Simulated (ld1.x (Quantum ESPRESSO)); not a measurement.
## u(r) = r·R(r): atom against pseudo-atom (lithium)

Columns: radius, all-electron u(r) and pseudo u(r) of the 2p shell (level -1.36 eV) of lithium in the configuration [He] 2s0.5 2p0.5; PW91, non-relativistic, TM scheme, ld1.x (Quantum ESPRESSO) 7.5.

| r (bohr) | all-electron | pseudo |
| --- | --- | --- |
| 0.210 | 0.0161 | 0.0065 |
| 0.420 | 0.0499 | 0.0254 |
| 0.630 | 0.0901 | 0.0553 |
| 0.840 | 0.1315 | 0.0938 |
| 1.050 | 0.1718 | 0.1381 |
| 1.260 | 0.2098 | 0.1849 |
| 1.470 | 0.2450 | 0.2311 |
| 1.680 | 0.2766 | 0.2739 |
| 1.890 | 0.3052 | 0.3116 |
| 2.100 | 0.3320 | 0.3431 |
| 2.310 | 0.3562 | 0.3684 |
| 2.520 | 0.3771 | 0.3881 |
| 2.730 | 0.3946 | 0.4031 |
| 2.940 | 0.4089 | 0.4144 |
| 3.150 | 0.4199 | 0.4228 |
| 3.360 | 0.4277 | 0.4290 |
| 3.570 | 0.4326 | 0.4330 |
| 3.780 | 0.4348 | 0.4349 |
| 3.990 | 0.4344 | 0.4344 |
| 4.200 | 0.4317 | 0.4317 |
| 4.410 | 0.4270 | 0.4270 |
| 4.620 | 0.4204 | 0.4204 |
| 4.830 | 0.4122 | 0.4122 |
| 5.040 | 0.4027 | 0.4027 |
| 5.250 | 0.3921 | 0.3921 |
| 5.460 | 0.3807 | 0.3807 |

**Question.** How many radial nodes do the two functions have?

**Answer.** The all-electron 2p function has n − l − 1 = 0; the pseudo-wave has 0.

**Question.** At about which radius was the pseudo-wave matched?

**Answer.** 4.20 bohr. The columns agree to 0.0005 from 3.57 bohr on; several derivatives are matched, so the curves merge somewhat inside the radius.

**Question.** Where does each function peak?

**Answer.** Outermost all-electron maximum near 3.78 bohr, pseudo maximum near 3.78 bohr (to the table’s step).

**Question.** Is the pseudo-wave norm-conserving?

**Answer.** Yes: the TM scheme keeps the norm inside the radius equal to the all-electron one, which fixes the energy derivative of the logarithmic derivative at the level.
